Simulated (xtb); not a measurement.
xtb input file for AlAsFH3, SMILES [F][AlH][AsH2], GFN2-xTB. 

```
$ xtb mol.xyz --gfn 2 --sp --chrg 0 --uhf 0 --json
$ cat mol.xyz
6

Al    -0.53914447     1.20441635     0.00000000
As     0.02199060    -1.12687416    -0.00000000
H      1.01406379    -0.66658307    -1.05498956
H      1.01406379    -0.66658307     1.05498957
F      0.68294253     2.32437557    -0.00000000
H     -1.89142195     1.94322074    -0.00000001
```

Output:

```
[banner left out]
          |                Calculation Setup                |
           -------------------------------------------------



           -------------------------------------------------
          |                 G F N 2 - x T B                 |
           -------------------------------------------------

        Reference                      10.1021/acs.jctc.8b01176
      * Hamiltonian:
        H0-scaling (s, p, d)           1.850000    2.230000    2.230000
        zeta-weighting                 0.500000
      * Dispersion:
        s8                             2.700000
        a1                             0.520000
        a2                             5.000000
        s9                             5.000000
      * Repulsion:
        kExp                           1.500000    1.000000
        rExp                           1.000000
      * Coulomb:
        alpha                          2.000000
        third order                    shell-resolved
        anisotropic                    true
        a3                             3.000000
        a5                             4.000000
        cn-shift                       1.200000
        cn-exp                         4.000000
        max-rad                        5.000000


          ...................................................
          :                      SETUP                      :
          :.................................................:
          :  # basis functions                  27          :
          :  # atomic orbitals                  25          :
          :  # shells                           11          :
          :  # electrons                        18          :
          :  max. iterations                   250          :
          :  Hamiltonian                  GFN2-xTB          :
          :  restarted?                      false          :
          :  GBSA solvation                  false          :
          :  PC potential                    false          :
          :  electronic temp.          300.0000000     K    :
          :  accuracy                    1.0000000          :
          :  -> integral cutoff          0.2500000E+02      :
          :  -> integral neglect         0.1000000E-07      :
          :  -> SCF convergence          0.1000000E-05 Eh   :
          :  -> wf. convergence          0.1000000E-03 e    :
          :  Broyden damping             0.4000000          :
          :  net charge                          0          :
          :  unpaired electrons                  0          :
          ...................................................

 iter      E             dE          RMSdq      gap      omega  full diag
   1     -9.7573447 -0.975734E+01  0.226E+01    3.89       0.0  T
   2     -9.7959152 -0.385705E-01  0.150E+01    3.62       1.0  T
   3     -9.7689066  0.270086E-01  0.805E+00    4.17       1.0  T
   4     -9.8195519 -0.506453E-01  0.220E+00    3.85       1.0  T
   5     -9.8208438 -0.129184E-02  0.117E+00    4.01       1.0  T
   6     -9.8211689 -0.325107E-03  0.524E-01    3.94       1.0  T
   7     -9.8212851 -0.116251E-03  0.114E-01    3.96       1.0  T
   8     -9.8212819  0.320711E-05  0.112E-01    3.97       1.0  T
   9     -9.8212871 -0.513246E-05  0.157E-02    3.96       2.6  T
  10     -9.8212872 -0.986453E-07  0.756E-03    3.96       5.4  T
  11     -9.8212872 -0.170378E-07  0.461E-04    3.96      88.6  T
  12     -9.8212872  0.824514E-10  0.391E-04    3.96     104.4  T

   *** convergence criteria satisfied after 12 iterations ***

         #    Occupation            Energy/Eh            Energy/eV
      -------------------------------------------------------------
         1        2.0000           -0.7949835             -21.6326
       ...           ...                  ...                  ...
         3        2.0000           -0.5130875             -13.9618
         4        2.0000           -0.4976399             -13.5415
         5        2.0000           -0.4975672             -13.5395
         6        2.0000           -0.4545355             -12.3685
         7        2.0000           -0.4497752             -12.2390
         8        2.0000           -0.4360451             -11.8654
         9        2.0000           -0.3711649             -10.0999 (HOMO)
        10                         -0.2254980              -6.1361 (LUMO)
        11                         -0.2168132              -5.8998
        12                         -0.1717252              -4.6729
        13                         -0.1407094              -3.8289
        14                         -0.1087696              -2.9598
       ...                                ...                  ...
        25                          1.3304737              36.2040
      -------------------------------------------------------------
                  HL-Gap            0.1456668 Eh            3.9638 eV
             Fermi-level           -0.2983314 Eh           -8.1180 eV

 SCC (total)                   0 d,  0 h,  0 min,  0.005 sec
 SCC setup                      ...        0 min,  0.000 sec (  2.411%)
 Dispersion                     ...        0 min,  0.000 sec (  1.896%)
 classical contributions        ...        0 min,  0.000 sec (  0.568%)
 integral evaluation            ...        0 min,  0.001 sec ( 14.814%)
 iterations                     ...        0 min,  0.003 sec ( 55.268%)
 molecular gradient             ...        0 min,  0.001 sec ( 21.297%)
 printout                       ...        0 min,  0.000 sec (  3.501%)

         :::::::::::::::::::::::::::::::::::::::::::::::::::::
         ::                     SUMMARY                     ::
         :::::::::::::::::::::::::::::::::::::::::::::::::::::
         :: total energy              -9.786529321524 Eh    ::
         :: gradient norm              0.000171785508 Eh/a0 ::
         :: HOMO-LUMO gap              3.963796424300 eV    ::
         ::.................................................::
         :: SCC energy                -9.821286568683 Eh    ::
         :: -> isotropic ES            0.032222992603 Eh    ::
         :: -> anisotropic ES          0.002161705202 Eh    ::
         :: -> anisotropic XC         -0.003824144679 Eh    ::
         :: -> dispersion             -0.002802260106 Eh    ::
         :: repulsion energy           0.034757247159 Eh    ::
         :: add. restraining           0.000000000000 Eh    ::
         :: total charge              -0.000000000000 e     ::
         :::::::::::::::::::::::::::::::::::::::::::::::::::::

           -------------------------------------------------
          |                Property Printout                |
           -------------------------------------------------

    * Orbital Energies and Occupations

         #    Occupation            Energy/Eh            Energy/eV
      -------------------------------------------------------------
         1        2.0000           -0.7949835             -21.6326
         2        2.0000           -0.6180684             -16.8185
         3        2.0000           -0.5130875             -13.9618
         4        2.0000           -0.4976399             -13.5415
         5        2.0000           -0.4975672             -13.5395
         6        2.0000           -0.4545355             -12.3685
         7        2.0000           -0.4497752             -12.2390
         8        2.0000           -0.4360451             -11.8654
         9        2.0000           -0.3711649             -10.0999 (HOMO)
        10                         -0.2254980              -6.1361 (LUMO)
        11                         -0.2168132              -5.8998
        12                         -0.1717252              -4.6729
Note: The following floating-point exceptions are signalling: IEEE_UNDERFLOW_FLAG IEEE_DENORMAL
normal termination of xtb
        13                         -0.1407094              -3.8289
        14                         -0.1087696              -2.9598
        15                         -0.0887095              -2.4139
        16                         -0.0586327              -1.5955
        17                         -0.0238260              -0.6483
        18                          0.0127120               0.3459
        19                          0.1868408               5.0842
        20                          0.2292403               6.2379
       ...                                ...                  ...
        25                          1.3304737              36.2040
      -------------------------------------------------------------
                  HL-Gap            0.1456668 Eh            3.9638 eV
             Fermi-level           -0.2983314 Eh           -8.1180 eV

     #   Z          covCN         q      C6AA      α(0)
     1  13 Al       2.443     0.381    97.259    20.414
     2  33 As       2.827     0.062   212.541    26.721
     3   1 H        0.970    -0.002     3.085     2.745
     4   1 H        0.970    -0.002     3.085     2.745
     5   9 F        0.672    -0.273    12.033     4.095
     6   1 H        0.883    -0.166     8.609     4.593

 Mol. C6AA /au·bohr⁶  :       1149.148907
 Mol. C8AA /au·bohr⁸  :      66982.124913
 Mol. α(0) /au        :         61.312881


Wiberg/Mayer (AO) data.
largest (>0.10) Wiberg bond orders for each atom

 ---------------------------------------------------------------------------
     #   Z sym  total        # sym  WBO       # sym  WBO       # sym  WBO
 ---------------------------------------------------------------------------
     1  13 Al   3.431 --     5 F    1.240     2 As   1.123     6 H    0.853
                             4 H    0.108     3 H    0.108
     2  33 As   3.033 --     1 Al   1.123     3 H    0.887     4 H    0.887
                             6 H    0.102
     3   1 H    1.000 --     2 As   0.887     1 Al   0.108
     4   1 H    1.000 --     2 As   0.887     1 Al   0.108
     5   9 F    1.290 --     1 Al   1.240
     6   1 H    0.972 --     1 Al   0.853     2 As   0.102
 ---------------------------------------------------------------------------

Topologies differ in total number of bonds
Writing topology from bond orders to xtbtopo.mol

molecular dipole:
                 x           y           z       tot (Debye)
 q only:       -0.151      -1.069       0.000
   full:       -0.079      -0.731      -0.000       1.870
molecular quadrupole (traceless):
                xx          xy          yy          xz          yz          zz
 q only:        0.437      -0.362      -4.148      -0.000       0.000       3.711
  q+dip:        1.666      -1.009      -5.678      -0.000       0.000       4.012
   full:       -0.058      -0.047      -8.693      -0.000       0.000       8.751


           -------------------------------------------------
          | TOTAL ENERGY               -9.786529321524 Eh   |
          | GRADIENT NORM               0.000171785508 Eh/α |
          | HOMO-LUMO GAP               3.963796424300 eV   |
           -------------------------------------------------

------------------------------------------------------------------------
------------------------------------------------------------------------
 total:
 SCF:
```

The run converged.
